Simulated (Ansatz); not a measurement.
Basis sets compared for the cluster Y3O3⁺. Charge 1, multiplicity 1. Geometry r2SCAN-D4/def2-SVP. Ansatz on 4 threads of Arm Neoverse V1 on a shared host; times are rough, and most runs start from earlier orbitals.

```
atom   x (Å)   y (Å)   z (Å)
  Y1   0.456  -1.792  -1.111
  Y2   0.591  -0.048   1.469
  Y3  -0.841   1.031  -0.860
  O4   1.168   0.115  -0.664
  O5  -0.959  -0.935   0.156
  O6  -0.414   1.629   1.010
```

In the def2 sets Y takes a core potential; there is no spin–orbit coupling. The restricted singlet is unstable towards broken spin symmetry in Hartree–Fock (as tested in another run); at PBE-D4/def2-SVP, PBE-D4/def2-TZVP, PBE0-D4/def2-SVP, PBE0-D4/def2-TZVP this wasn't settled. No other spin state of charge 1 was run. Another isomer (singlet) lies 0.68 eV lower at PBE0-D4/def2-TZVP; other spin states weren't run for this one.

| level | functions | energy (Eh) | HOMO (eV) | LUMO (eV) | wall time |
| --- | --- | --- | --- | --- | --- |
| PBE-D4/def2-SVP | 135 | -340.3812 | -7.12 | -5.86 | 2.6 s |
| PBE0-D4/def2-SVP | 135 | -340.3058 | -7.59 | -5.18 | 3 s |

(1) Estimate the rows for PBE-D4/def2-TZVP (with forces), PBE0-D4/def2-TZVP.

## Answers

(1) 
```csv
level,functions,energy (Eh),HOMO (eV),LUMO (eV),wall time
PBE-D4/def2-TZVP (with forces),213,-340.6721,-7.14,-5.86,4.7 s
PBE0-D4/def2-TZVP,213,-340.5968,-7.61,-5.19,5.5 s
```
